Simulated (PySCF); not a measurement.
Identify the unknown among the candidates.

All candidates are C7H13B.

- NMR, other nuclei: isotropic shieldings of nuclei other than C and H, by class: 8 (1 B) ppm [GIAO CAM-B3LYP/pcSseg-1]
- Triplet: lowest triplet excitation (Tamm–Dancoff): 3.18 eV [TDA B3LYP/def2-SVPD]
- UV, first state: lowest singlet excitation: 5.08 eV (244 nm, f = 0.005) [TDDFT B3LYP/def2-SVPD]
- Rotational structure: rotational constants A, B, C: 2.617, 1.368, 1.175 GHz [PBE0-D3(BJ)/def2-SVP]
- Valence photoelectron: vertical ionisation energy: 8.43 eV [ΔSCF B3LYP/def2-SVPD]
- Dipole: 0.37 D [B3LYP/def2-SVPD]
- 13C NMR: chemical shifts (computed TMS as zero) by class: 159.3 (1 C), 153.3 (1 C), 126.3 (1 C), 122.4 (1 C), 39.0 (1 C), 14.0 (2 C) ppm [GIAO CAM-B3LYP/pcSseg-1]

Gas-phase values; electronic properties from PySCF, density fitting. Levels stand in brackets. Geometry: PBE0-D3(BJ)/def2-SVP, one conformer, isolated molecule. NMR classes are plain means over equivalent atoms (diastereotopic ones count apart unless rotation or inversion swaps them), as if these changed places fast.

Question: Which candidate is it?
A. `C=CC(=C)CB(C)C`
B. `BC[C@H]1CCC(=C)C1`
C. `C=C1CC[C@H]1B(C)C`
D. `C=CBC1CCCC1`
E. `C=CB1CCCCC1`

Answer: A. It is `C=CC(=C)CB(C)C`. Numbering: `[CH2:1]=[CH:2][C:3](=[CH2:4])[CH2:5][B:6]([CH3:7])[CH3:8]`. 7 carbons fall into 6 classes; from least to most shielded: fully substituted alkene carbon [C3] (159.3 ppm), alkene CH carbon [C2] (153.3 ppm), terminal =CH2 carbon [C4] (126.3 ppm), terminal =CH2 carbon [C1] (122.4 ppm), sp3 carbon bound to boron [C5] (39.0 ppm), sp3 carbon bound to boron [C7/C8] (14.0 ppm, 2 C, up to 2.4 ppm apart in this geometry). The other shieldings belong to: 8 ppm, three-coordinate boron [B6]. S1 is mainly HOMO→LUMO+1 (weight 0.98); the largest Löwdin shares of the orbital it empties are 0.29 on a terminal =CH2 carbon, 0.20 on a terminal =CH2 carbon, 0.20 on the fully substituted alkene carbon and 0.13 on the alkene CH carbon, of the orbital it fills 0.42 on the three-coordinate boron, 0.12 on an sp3 carbon bound to boron and 0.11 on each of 2 atoms of one kind (sp3 carbon bound to boron). The optimised geometry has point group C1 and is an asymmetric top.

The others, at the same levels:
- `C=CBC1CCCC1` fails: it has 5 carbon classes against 6; its computed 13C shifts are 164.4 (1 C), 155.2 (1 C), 42.1 (1 C), 32.2 (2 C), 27.3 (2 C) ppm, vertical ionisation energy is 9.87 eV (against 8.43 eV) and lowest triplet excitation (Tamm–Dancoff) is 3.73 eV (against 3.18 eV).
- `BC[C@H]1CCC(=C)C1` fails: it has 7 carbon classes against 6; its computed 13C shifts are 165.2 (1 C), 114.8 (1 C), 44.5 (1 C), 44.2 (1 C), 43.7 (1 C), 39.1 (1 C), 35.6 (1 C) ppm, lowest singlet excitation is 4.62 eV (268 nm, f = 0.001) (against 5.08 eV) and vertical ionisation energy is 8.94 eV (against 8.43 eV).
- `C=CB1CCCCC1` fails: it has 5 carbon classes against 6; its computed 13C shifts are 152.7 (1 C), 150.0 (1 C), 30.6 (1 C), 26.6 (2 C), 25.9 (2 C) ppm, lowest singlet excitation is 4.76 eV (260 nm, f = 0.003) (against 5.08 eV) and vertical ionisation energy is 9.39 eV (against 8.43 eV).
- `C=C1CC[C@H]1B(C)C` fails: its computed 13C shifts are 159.3 (1 C), 118.8 (1 C), 50.1 (1 C), 31.6 (1 C), 19.1 (1 C), 11.5 (2 C) ppm, lowest singlet excitation is 5.35 eV (232 nm, f = 0.112) (against 5.08 eV) and vertical ionisation energy is 8.72 eV (against 8.43 eV).

Each candidate is one conformer, not necessarily the lowest. Dipoles, sizes and rotational constants follow the conformer. The torsions of the flexible species, by atom-mapped SMILES:
- `[CH2:1]=[CH:2][C:3](=[CH2:4])[CH2:5][B:6]([CH3:7])[CH3:8]`: C1–C2–C3–C4 -179°, C2–C3–C5–B6 -71°, C3–C5–B6–C7 -25°
- `[CH2:1]=[C:2]1[CH2:3][CH2:4][C@H:5]1[B:6]([CH3:7])[CH3:8]`: C4–C5–B6–C7 -170°

The conformers of `C=CBC1CCCC1`, `BC[C@H]1CCC(=C)C1` and `C=CB1CCCCC1` aren't listed.
